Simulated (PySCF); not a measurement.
Computed shifts of a molecule CH7NOSi2, PBE/pcSseg-1 in PySCF, GIAO, gas phase, atoms alike by connectivity averaged where their shifts nearly agree, in ppm (number of nuclei): ¹³C: 30.7 (1). ¹⁵N: 22.2 (1). ²⁹Si: -2.7 (1), -12.6 (1). ¹H: 5.87 (2), 5.61 (2), 3.06 (2), 0.21 (1). References: ¹³C against TMS (σ = 182.0 ppm); ¹⁵N against NH3 (σ = 267.0 ppm); ²⁹Si against TMS (σ = 335.4 ppm); ¹⁷O against H2O (σ = 334.3 ppm); ¹H against TMS (σ = 31.49 ppm), references at their B3LYP-D3(BJ)/def2-TZVP geometries, non-relativistic. The structure is a stationary point at PBE0-D3(BJ)/def2-SVP. Other conformers were not sampled.

Task: Which molecule gave these data?
A) C1N[SiH2]O[SiH2]1
B) O[Si@@H]1CN[SiH2]1
C) NC1[SiH2]O[SiH2]1
D) O[Si@@H]1NC[SiH2]1

Result: A, C1N[SiH2]O[SiH2]1
